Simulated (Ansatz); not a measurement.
Basis-set extrapolation for `Cl[SiH]N[SiH2]Cl` radical (PBE0-D4/def2-TZVP geometry, frozen core, Ansatz). Multiplicity 2, UHF reference.

```json
{"": "HF", "def2-TZVPP": "-1553.848681", "def2-QZVPP": "-1553.895597"}
{"": "MP2 correlation", "def2-TZVPP": "-0.803341", "def2-QZVPP": "-0.875795"}
{"": "CCSD(T) correlation", "def2-TZVPP": "-0.900241", "def2-QZVPP": "not run"}
```

Energies in hartree. Use E(X) = E(∞) + A·exp(−7.88·√X) for Hartree–Fock and E(X) = E(∞) + B·X^(−2.97) for correlation, with X = 3 and 4, and add CCSD(T) minus MP2 of the smaller set to the MP2 limit.

Q: What is the CCSD(T) energy at the basis-set limit?

A: HF limit: -1553.895597 + (-0.046916) × 0.13774 = -1553.90206. MP2 limit: -0.875795 + (-0.072454) × 0.74074 = -0.92946. Higher-order term: -0.900241 − (-0.803341) = -0.09690. Total: -1554.92842 hartree, 471.3 kJ/mol below CCSD(T)/def2-TZVPP.
